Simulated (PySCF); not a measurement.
C₂H₈ClSi₄ (doublet state).
SMILES with atom numbers: `[CH2:1]=[C:2][Si@@H:3]1[SiH2:4][SiH2:5][Si@H:6]1[Cl:7]` (hydrogens: H8, H9 on C1; H10 on Si3; H11, H12 on Si4; H13, H14 on Si5; H15 on Si6)

Structure used (GFN2-xTB), in Å, numbered top down from 1:
```xyz
15
C2H8ClSi4 angstrom
C      3.2158    0.0943   -0.9150
C      2.2730   -0.2051   -0.0730
Si     0.6478   -0.7773    0.4467
Si    -1.2169   -1.0056   -1.0852
Si    -2.3566    0.7390    0.0258
Si    -0.5871    0.9241    1.5777
Cl    -1.1872    0.3264    3.4584
H      3.1670   -0.1135   -1.9824
H      4.1413    0.5658   -0.6026
H      0.9163   -2.0032    1.2182
H     -0.8737   -0.7777   -2.4964
H     -1.8499   -2.3336   -1.1447
H     -3.7033    0.4142    0.5140
H     -2.5891    1.9189   -0.8194
H     -0.0019    2.2412    1.8560
```

The hyperfine couplings belong to this conformer and change with its torsions.

Level of theory: PySCF 2.14.0, UKS B3LYP, pcH-1 on C Cl H Si, non-relativistic, mean-field spin-orbit, GIAO. Isolated species at its GFN2-xTB geometry (one conformer only). Couplings are sensitive to structure, and on GFN2-xTB geometries they can be far from those on DFT ones. Stability of the SCF solution: not tested.

(1) Break the g tensor into its mass correction, gauge correction and orbital-Zeeman/spin–orbit terms.

(2) What are the electron Larmor frequencies g μB B/h along the three axes at 350 mT?

(3) At 9.593 GHz, how far is the centre of the isotropic spectrum from where a free electron (g = 2.002319) resonates?

(4) What effective moment and Curie constant follow for a powder?

(5) In a frozen sample, at which fields do the three g values resonate at 9.5, 34, 94 and 263 GHz (hyperfine left aside), and which band first spreads them over more than twice a line width of 0.5 mT?

## Answers

(1) 
| Δg (ppm) | 1 | 2 | 3 |
| --- | --- | --- | --- |
| relativistic mass correction | -137 | -137 | -137 |
| gauge correction | 15 | 15 | 12 |
| orbital Zeeman/spin–orbit | -386 | 22 | 1008 |
| total | -508 | -101 | 882 |

So g = 2.00181, 2.00222, 2.00320 and g_iso = 2.00241; the tensor is rhombic: the two nearest values differ by 29 % of g3 − g1. Axes: g1 points within 12° of the C1–C2 bond and g2 points within 10° of the Si3–Si4 bond.

(2) 9.8062, 9.8082, 9.8131 GHz for g1, g2 and g3, a range of 6.8 MHz.

(3) B = hν/(g μB) with μB/h = 13.99624 MHz/mT gives 342.30 mT for the free electron and 342.29 mT at g_iso, 0.02 mT lower.

(4) With the mean of g² = 4.0096 and S(S+1) = 0.75: μ_eff = √(⟨g²⟩S(S+1)) = 1.734 μB and χT = 0.12505·⟨g²⟩·S(S+1) = 0.376 cm³ K/mol (cgs; spin-Hamiltonian part alone).

(5) 
| band | GHz | B(g3) mT | B(g2) mT | B(g1) mT | spread mT |
| --- | --- | --- | --- | --- | --- |
| X | 9.5 | 338.83 | 339.00 | 339.07 | 0.24 |
| Q | 34.0 | 1212.67 | 1213.27 | 1213.51 | 0.84 |
| W | 94.0 | 3352.68 | 3354.32 | 3355.01 | 2.33 |
| J | 263.0 | 9380.36 | 9384.97 | 9386.88 | 6.52 |

The spread grows in proportion to the frequency. W band is the first where it exceeds 1.0 mT.

The Mulliken spin populations are largest on C2 (+0.92), C1 (-0.17), Si4 (+0.11) and H8 (+0.08). No atom but C2 exceeds +0.15. The positive populations add up to 1.22 and the negative ones to -0.22, together 2S = 1.

The HOMO–LUMO gaps are 3.89 eV among the α and 4.33 eV among the β orbitals.

Hardware: one thread, Arm Neoverse V2 (aarch64), on a shared host. Cost: 2.2 min of wall time (with the writing of density and orbital grids), 1.2 GiB resident at most.
